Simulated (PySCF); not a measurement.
CNO (SMILES N#C[O]), doublet, at the geometry optimised at the base level; PySCF with B3LYP/3-21G, frequencies.

Input for PySCF:
```python
from pyscf import gto, scf, dft
from pyscf.hessian import thermo

mol = gto.Mole()
mol.atom = '''
    O     0.000000    0.000000    1.159150
    C    -0.000000   -0.000000   -0.052546
    N    -0.000000   -0.000000   -1.279704
'''
mol.basis = '3-21g'
mol.charge = 0
mol.spin = 1
mol.verbose = 3
mol.build()

mf = dft.UKS(mol)
mf.xc = 'b3lyp'
mf.kernel()
hess = mf.Hessian().kernel()
freq = thermo.harmonic_analysis(mf.mol, hess)
print('frequencies / cm-1', freq['freq_wavenumber'].round(1))
th = thermo.thermo(mf, freq['freq_au'], 298.15, 1000)
thermo.dump_thermo(mf.mol, th)
```

What the program printed (banner, timings and long lists left out):

```
converged SCF energy = -167.063286422989  <S^2> = 0.7669923  2S+1 = 2.0169207
frequencies / cm-1 [ 500.6  522.1 1238.3 1834.7]
temperature 298.1500 [K]
pressure 1000.00 [Pa]
Rotational constants [GHz] inf 11.36492 11.36492
Symmetry number 1
Zero-point energy (ZPE) 0.00933 [Eh]   24497.325 [J/mol]
                           tot       elec      trans        rot        vib
Entropy [J/mol/K]       265.694      5.763    193.765     60.727      5.439
Cv [J/mol/K]             31.887      0.000     12.472      8.314     11.101
Cp [J/mol/K]             40.202      0.000     20.786      8.314     11.101
Internal energy [J/mol]                      3718.434   2478.956  25672.245
Internal energy [Eh]   -167.05115  -167.06329
Enthalpy [J/mol]                             6197.391   2478.956  25672.245
Enthalpy [Eh]          -167.05020
Gibbs free energy [J/mol]                  -51573.606 -15626.787  24050.704
Gibbs free energy [Eh] -167.08038
```
